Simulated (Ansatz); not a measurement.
Program: Ansatz. Geometries: PBE0-D4/def2-TZVP. ΔE: electronic, gas phase. CCSD(T)/CBS is the MP2 limit (def2-TZVPP, def2-QZVPP) plus CCSD(T) − MP2 in def2-TZVPP, frozen cores. Functionals use def2-TZVPP. B3LYP here is the variant with VWN-RPA as its local correlation; programs differ in this. Elements past krypton have def2 core potentials. For Te outer-core shells are correlated without core-valence functions, which leaves a few kJ/mol of doubt a bond. Each species was taken in one conformer, which may not be the lowest.

Consider the formal exchange of groups at a Te–Si bond: `C#C[SiH2][Te]C` + `N[SiH2]F` → `C[Te][SiH](N)F` + `C#C[SiH3]`.

```tsv
level	ΔE (kJ/mol)	difference from CCSD(T)/CBS
PBE-D4	5.9	-2.2
r2SCAN-D4	5.4	-2.7
PBE0-D4	6.5	-1.6
B3LYP-D4	6.4	-1.7
ωB97X-V	6.0	-2.1
ωB97M-V	5.9	-2.2
B2PLYP	8.1	0.0
PBE	6.2	-1.9
r2SCAN	5.3	-2.8
PBE0	6.6	-1.5
B3LYP	6.9	-1.2
HF/def2-TZVPP	7.5	-0.6
MP2/def2-TZVPP	11.0	2.9
SCS-MP2/def2-TZVPP	10.5	2.4
CCSD/def2-TZVPP	7.8	-0.3
CCSD(T)/def2-TZVPP	8.1	0.0
HF/def2-QZVPP	7.7	-0.4
MP2/def2-QZVPP	11.1	3.0
SCS-MP2/def2-QZVPP	10.6	2.5
HF/CBS(def2)	7.8	-0.3
MP2/CBS(def2)	11.0	2.9
CCSD/CBS(def2)	7.8	-0.3
CCSD(T)/CBS	8.1	0
```

Largest T1 diagnostic among the species: 0.013.
